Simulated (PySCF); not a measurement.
Removal energies of F⁵⁺ from EOM-IP-GCCSD

Reference: closed-shell F⁵⁺, [He] 2s2; one electron is removed. Calculated with PySCF 2.14, two-component X2C-1e with screened spin-orbit coupling, an uncontracted even-tempered set (18 s from 0.079 bohr⁻², ratio 2.6; 11 p from 0.1 bohr⁻², ratio 2.6; 8 d from 0.11 bohr⁻², ratio 2.8; 4 f from 3.3 bohr⁻², ratio 2.8); frozen nothing; the 28 highest virtual spinors dropped; of the others 56 kept and the rest restored at second order. No Breit or QED terms. Binding energies in eV.

```json
{"level": "2s1/2", "Koopmans": "154.33", "second order": "155.98", "EOM-CCSD": "157.20"}
```

For comparison, the ionisation energy of F⁵⁺ is 157.16 eV (measured; NIST Atomic Spectra Database, ionization energies).

The screened spin-orbit operator tends to give fine-structure splittings of light species too large.
